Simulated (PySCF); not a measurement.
C2H7S, SMILES C[SH+]C, charge +1. Atoms are numbered in the order given.

```xyz
10

C     -0.0276     0.5222    -1.4363
S      0.1047    -0.5927     0.0000
C     -0.0276     0.5222     1.4363
H     -0.8945     1.1871    -1.3322
H     -0.1114    -0.1170    -2.3262
H      0.9130     1.0889    -1.4736
H     -1.1567    -1.1023     0.0000
H     -0.8945     1.1871     1.3322
H     -0.1114    -0.1170     2.3262
H      0.9130     1.0889     1.4736
```
Charge +1, spin multiplicity 1.

Geometry: B3LYP-D3(BJ)/def2-SVP. The isomer is the one that the SMILES or the coordinates give; other isomers of the formula were not compared.

These are KT2/pcSseg-1 (PySCF) values and carry that method's errors.

GIAO shieldings, no solvent; atoms alike by connectivity are averaged. δ = σ(ref) − σ: ¹³C against TMS (σ = 185.1 ppm); ³³S against H2S (σ = 723.0 ppm); ¹H against TMS (σ = 31.47 ppm), references at their B3LYP-D3(BJ)/def2-TZVP geometries, non-relativistic.

| nucleus | atoms | count | δ (ppm) |
|---|---|---|---|
| ¹³C | C1, C3 | 2 | 27.5 |
| ³³S | S2 | 1 | 226.0 |
| ¹H | H7 | 1 | 5.63 |
| ¹H | H4, H5, H6, H8, H9, H10 | 6 | 3.41 |
